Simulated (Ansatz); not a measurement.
Results of the Gaussian-basis code of Ansatz.

`[CH3][GaH-]([CH3])[PH3+]` at its PBE0-D4/def2-TZVP geometry, where that method's forces vanish. Total charge 0; spin multiplicity 1.

```tsv
atom	x (Å)	y (Å)	z (Å)
C1	-0.148	-1.094	1.696
Ga2	0.789	-0.272	0.145
C3	1.100	1.693	0.136
P4	-1.135	-0.375	-1.579
H5	-0.993	-0.487	2.032
H6	0.551	-1.171	2.534
H7	-0.507	-2.102	1.480
H8	1.750	-1.190	-0.725
H9	1.937	1.924	0.802
H10	1.360	2.070	-0.855
H11	0.231	2.246	0.502
H12	-0.903	0.093	-2.890
H13	-2.356	0.298	-1.356
H14	-1.677	-1.632	-1.923
```

(1) For each bond, give half the difference of the two atoms' forces along it (eV/Å; positive pushes the atoms apart) under PBE-D4, r2SCAN-D4, B3LYP-D4, ωB97M-V in def2-TZVPP. (An estimate is asked.)

Answers

(1) The calculation gave: 
| bond | length (Å) | PBE-D4 | r2SCAN-D4 | B3LYP-D4 | ωB97M-V |
| --- | --- | --- | --- | --- | --- |
| C1–Ga2 | 1.990 | 0.01 | 0.01 | 0.14 | 0.01 |
| C1–H5 | 1.093 | 0.10 | 0.00 | -0.06 | -0.03 |
| C1–H6 | 1.094 | 0.12 | -0.01 | -0.07 | -0.04 |
| C1–H7 | 1.092 | 0.10 | 0.00 | -0.06 | -0.04 |
| Ga2–C3 | 1.990 | 0.01 | 0.01 | 0.14 | 0.01 |
| Ga2–P4 | 2.585 | -0.22 | -0.08 | 0.15 | 0.24 |
| Ga2–H8 | 1.588 | -0.01 | -0.09 | -0.10 | -0.10 |
| C3–H9 | 1.094 | 0.12 | -0.01 | -0.07 | -0.04 |
| C3–H10 | 1.092 | 0.10 | 0.00 | -0.06 | -0.04 |
| C3–H11 | 1.093 | 0.10 | 0.00 | -0.06 | -0.04 |
| P4–H12 | 1.411 | 0.21 | 0.02 | -0.08 | -0.15 |
| P4–H13 | 1.412 | 0.22 | 0.02 | -0.08 | -0.16 |
| P4–H14 | 1.411 | 0.21 | 0.02 | -0.08 | -0.15 |

B3LYP here is the variant with VWN-RPA as its local correlation; programs differ in this.
